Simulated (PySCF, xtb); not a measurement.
CH7FOSi2, SMILES OC[SiH2][SiH2]F. Other conformers were not sampled.

Harmonic wavenumbers (cm⁻¹) from GFN2-xTB (xtb 6.7.1) at its own minimum, in rising order: 28, 53, 114, 156, 259, 331, 367, 455, 467, 573, 593, 639, 710, 730, 771, 787, 795, 817, 1046, 1104, 1267, 1322, 1478, 2142, 2205, 2262, 2285, 2909, 2984, 3567.

Question: What does PBE-D3(BJ)/def2-SVP run with PySCF 2.14.0 give at its own minimum? (The exact figures need the calculation; the answer reports its results.)

Answer: 69, 77, 129, 169, 256, 361, 380, 434, 501, 602, 642, 725, 739, 812, 824, 878, 893, 911, 1004, 1103, 1221, 1324, 1400, 2134, 2151, 2157, 2171, 2940, 3028, 3694. Paired by order, the mean absolute difference is 48 cm⁻¹ and the zero-point energies are 47.5 and 48.2 kcal/mol.
